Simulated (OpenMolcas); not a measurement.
# V2+: ligand-field states by method

V2+ with its 6 nearest fluoride ions at 2.118 Å, on the Cd site of idealised cubic KCdF3 (a = 4.302 Å, distance in the model lattice 2.151 Å). The rest of the host is ab initio model potentials to 7.6 Å, with orthogonalisation functions on the cations behind the ligands, and point charges beyond; the distance is set by hand and nothing relaxes. Ligand basis ANO-RCC-VDZP.
```
V     0.0000    0.0000    0.0000
F     2.1180    0.0000    0.0000
F     0.0000    2.1180    0.0000
F    -2.1180    0.0000    0.0000
F     0.0000   -2.1180    0.0000
F     0.0000    0.0000    2.1180
F     0.0000    0.0000   -2.1180
```

* Program: OpenMolcas 26.06
* Basis: ANO-RCC-VTZP [6s5p3d2f1g]
* Scalar Hamiltonian: DKH2, point nucleus
* Active space: 3 electrons in 5 orbitals (3d)
* State averaging: 2S+1 = 4 even, 10 roots; 2S+1 = 2 even, 40 roots
* Spin-orbit coupling: state interaction with AMFI integrals over the reference wave functions

I. CASSCF
II. SS-CASPT2, IPEA 0.25 Eh, imaginary shift 0.1 Eh (closed shells correlated: 3s 3p and the ligand valence shells)

Spin-free states (labels of O, the rotations of Oh) in cm-1, each column counted from its own energy of the first state listed:

```tsv
State	Degeneracy	I	II
4A2	1	0	0
4T2	3	9950	10930
4T1	3	16488	16420
2E	2	16666	13070
2T1	3	17492	13890
2T2	3	23015	18460
2A1	1	24091	20870
2T2	3	27172	24450
2T1	3	27776	24810
4T1	3	27964	25810
2E	2	29530	25640
2T1	3	33145	29510
2T1	3	37895	36540
2T2	3	38423	36010
2A2	1	42873	36490
2T2	3	44014	37970
2E	2	45201	42900
2T1	3	49113	44410
2E	2	65106	56380
2T2	3	68383	60610
```

From I to II, I's first state of the same spin (4T2) moves from 9950 to 10930 cm-1, by about +980 cm-1.

From I to II, I's first state of another spin (2E) moves from 16666 to 13070 cm-1, by about -3600 cm-1.

χT at 300 K: I 1.85, II 1.85 cm3 K/mol.

Roots that are degenerate in the reference are averaged as groups; the widest CASPT2 spread within a group is 620 cm-1 (the 3-fold group of multiplicity 2 near 60600 cm-1 above the lowest state of its run, II). Shifts and gaps below about the spread of the groups concerned are not significant. Over all roots computed the reference weight is 0.73 to 0.74 in II; a low but even weight reflects the number of correlated electrons. Ligand-to-metal charge-transfer states are missing. With no ligand orbital active B as a rule stays too high, so bands that hang on it stand too high and its fall with covalency is understated. Without dynamic correlation the repulsion within the d shell is too large (B by tens of per cent), so at a given field states of lower spin stand too high (holds for I). With metal d orbitals alone and no dynamic correlation 10Dq can be off by a tenth to a fifth, either way, in oxide and fluoride hosts (holds for I). These CASPT2 states fit no ligand-field parameters well, so their order and spin gaps are uncertain (holds for II). With one d shell and no ligand orbital active, 10Dq can be off by tens of per cent for divalent 3d ions, low with halides held by bare charges and at times high in hosts (holds for II). Free-ion shares, where given, are those of the reference states; single-state CASPT2 does not remix them (holds for II). No measured value stands beside these numbers; the geometry was set by hand and not optimised.
